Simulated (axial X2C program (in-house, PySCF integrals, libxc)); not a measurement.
## Bond lengths and stretching modes, held linear, of MoCN

Calculated with an axial X2C code built on PySCF integrals: two-component X2C with atomic mean-field Coulomb and Gaunt terms, Gaussian nuclei, basis Mo dyall-v3z, C dyall-v3z, N dyall-av3z with contracted cores. Spin-free rows use the one-electron spin-free X2C Hamiltonian.

Masses Mo 97.905, C 12.000, N 14.003 u. States: 2c Ω = 5/2 (beyond evenly filled blocks: ω = 5/2); spin-free M_S = 5/2, Λ = 0 (beyond evenly filled blocks: σα, π+α, π-α, δ+α, δ-α).

B3LYP, spin-free: energies above the lowest point

```json
{"r(Mo–C) (Å)": "2.0134", "r(C–N) (Å)": "1.1329", "E (meV)": "78.50"}
{"r(Mo–C) (Å)": "2.0134", "r(C–N) (Å)": "1.1620", "E (meV)": "23.32"}
{"r(Mo–C) (Å)": "2.0134", "r(C–N) (Å)": "1.1910", "E (meV)": "62.02"}
{"r(Mo–C) (Å)": "2.0650", "r(C–N) (Å)": "1.1329", "E (meV)": "50.25"}
{"r(Mo–C) (Å)": "2.0650", "r(C–N) (Å)": "1.1620", "E (meV)": "0.00"}
{"r(Mo–C) (Å)": "2.0650", "r(C–N) (Å)": "1.1910", "E (meV)": "44.06"}
{"r(Mo–C) (Å)": "2.0650", "r(C–N) (Å)": "1.2201", "E (meV)": "165.64"}
{"r(Mo–C) (Å)": "2.1166", "r(C–N) (Å)": "1.1329", "E (meV)": "57.94"}
{"r(Mo–C) (Å)": "2.1166", "r(C–N) (Å)": "1.1620", "E (meV)": "11.48"}
{"r(Mo–C) (Å)": "2.1166", "r(C–N) (Å)": "1.1910", "E (meV)": "59.65"}
{"r(Mo–C) (Å)": "2.1683", "r(C–N) (Å)": "1.1620", "E (meV)": "51.32"}
{"r(Mo–C) (Å)": "2.1683", "r(C–N) (Å)": "1.2201", "E (meV)": "232.16"}
```

Task: Fit a quadratic surface with cubic terms in each bond: where is the minimum, and what are the two stretching wavenumbers?

Result: At B3LYP, spin-free: bonds 2.072 and 1.162 Å; harmonic stretches 406.0 and 2171.7 cm⁻¹; force constants 2.02, 17.8 and coupling 0.44 mdyn/Å.

The other levels and Hamiltonians give:

```tsv
Hamiltonian	level	r(Mo–C) (Å)	r(C–N) (Å)	lower stretch (cm⁻¹)	upper stretch (cm⁻¹)
2c	PBE0	2.063	1.161	411.1	2202.0
2c	HF	2.188	1.137	325.6	2210.7
2c	B3LYP	2.072	1.162	405.5	2171.9
spin-free	PBE0	2.063	1.161	411.6	2201.9
spin-free	HF	2.187	1.137	326.6	2209.6
```

Each state is one determinant, the lowest of a limited PBE0 search; the stretches come from a fit to these few points and carry an uncertainty of a few per cent. Other orders of the atoms were not compared. Left out for rough or failed fits: MP2 2c, MP2 spin-free. The levels spread by more than a fifth, so the stretches depend strongly on the method. The molecule was held linear; bending was not examined, so a bent shape may lie lower. Note: several unpaired electrons, one determinant need not be a pure state.
